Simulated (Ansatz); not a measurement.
# Reading a saddle point

A first-order saddle point of BAsH₆O₃, singlet, PBE0-D4/def2-TZVP, with one imaginary mode of 1021i cm⁻¹:

```
11
angstrom
B 0.5635 0.2214 -0.5056
O -0.3043 1.3678 0.0387
O 1.8226 0.2902 0.0272
O 0.3654 -0.1375 -1.8098
H -0.7576 0.4870 0.5982
As -0.7071 -1.4856 0.8392
H 0.2293 1.9075 0.6421
H 2.4496 -0.2715 -0.4339
H -0.5484 -0.1096 -2.0988
H -2.1757 -1.3282 0.4569
H -0.9375 -0.9415 2.2459
```

Program: Ansatz 0.2.0. Basis: def2-TZVPP and def2-QZVPP. Cores are frozen in the correlated methods. Filled d shells of the heavier atoms are correlated. The def2 sets are not built for correlating such inner shells, so the correlated values are less sure here. Extrapolation: Hartree–Fock as exp(−7.88 √X), correlation as X^−2.97.

Q: Which contacts change along the imaginary mode, and what lies on either side? (Judge from chemistry; the calculation decides.)

A: By the calculation: The step is BH₃O₃ ([OH][B]([OH])[OH]) + AsH₃ → BAsH₄O₂ ([OH][B]([OH])[AsH2]) + H₂O, with the molecules in contact on both sides. Shortening one way: B1–As6, O2–H5; lengthening the same way: B1–O2, H5–As6.
```json
{"pair": "B1–As6", "one side (Å)": "3.86", "saddle (Å)": "2.52", "other side (Å)": "2.05"}
{"pair": "O2–H5", "one side (Å)": "5.50", "saddle (Å)": "1.14", "other side (Å)": "0.96"}
{"pair": "B1–O2", "one side (Å)": "1.37", "saddle (Å)": "1.54", "other side (Å)": "3.62"}
{"pair": "H5–As6", "one side (Å)": "1.52", "saddle (Å)": "1.99", "other side (Å)": "3.86"}
```

Q: Which side is lower, and how far does the saddle lie above each? (To be estimated.)

A: By the calculation: The side with B1–O2, H5–As6 short is lower by 1.127 eV; the saddle lies 2.412 eV above it and 1.285 eV above the other (CCSD(T) at an estimated basis limit (MP2 extrapolated from triple and quadruple zeta, plus CCSD(T) − MP2 in triple zeta); electronic energies).

The T1 diagnostic stays at or below 0.013.

Labels in which every atom is bracketed show which atoms are joined, not bond orders.

For scale, one of the runs: CCSD(T)/def2-TZVPP, 256 basis functions, launched by `ansatz run in.yaml --threads 8 --pin off --events-out ev --progress --plain --max-ram 19148MiB`. The run took 3.4 min on 8 CPU threads of an Arm Neoverse V1 (shared host), with 6.4 GiB of host memory at its peak.
